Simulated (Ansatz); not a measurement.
## Match the barriers

Saddle point of GeH5Br, closed shell (GeH₃Br ([GeH3][Br]) + H₂ → GeH₄ + HBr; bonds formed: Ge1–H7, Br2–H6; bonds broken: Ge1–Br2, H6–H7), PBE0-D4/def2-TZVP structure:

```tsv
atom	x (Å)	y (Å)	z (Å)
Ge1	-0.4897	-0.4057	-0.0815
Br2	2.2362	-0.0806	0.5159
H3	0.0118	-1.1945	-1.2818
H4	-1.8613	0.2274	-0.4395
H5	-0.5788	-1.0054	1.3137
H6	0.7383	1.0793	0.0884
H7	-0.0566	1.3794	-0.1151
```

Program: Ansatz 0.2.0. Basis: def2-TZVPP, with def2-QZVPP for the basis limit. Cores are frozen in the correlated methods. Filled d shells of the heavier atoms are correlated. The def2 sets are not built for correlating such inner shells, so the correlated values are less sure here. B3LYP uses VWN-RPA correlation. Extrapolation: Hartree–Fock as exp(−7.88 √X), correlation as X^−2.97. Four methods, as single points on the PBE0-D4 structures, gave these electronic barriers from the start structure: 49.32, 51.70, 55.73, 63.00 kcal/mol.

Task: The methods were, in alphabetical order, B3LYP-D4, BLYP-D4, CCSD(T), HF. Which gave which? (Judge from chemistry; the calculation decides.)

Result: By the calculation: BLYP-D4 49.32; B3LYP-D4 51.70; CCSD(T) 55.73; HF 63.00 kcal/mol. For comparison, CCSD(T) at an estimated basis limit (MP2 extrapolated from triple and quadruple zeta, plus CCSD(T) − MP2 in triple zeta) gives 54.73 kcal/mol.

No T1 diagnostic of these runs exceeds 0.011.

Labels in which every atom is bracketed show which atoms are joined, not bond orders.

For scale, one of the runs: CCSD(T)/def2-TZVPP, 166 basis functions (an equivalent command: `ansatz run in.yaml --threads 4`). Time: 52 s of wall clock on 4 CPU threads; the host was shared. Peak host memory: 1.4 GiB.
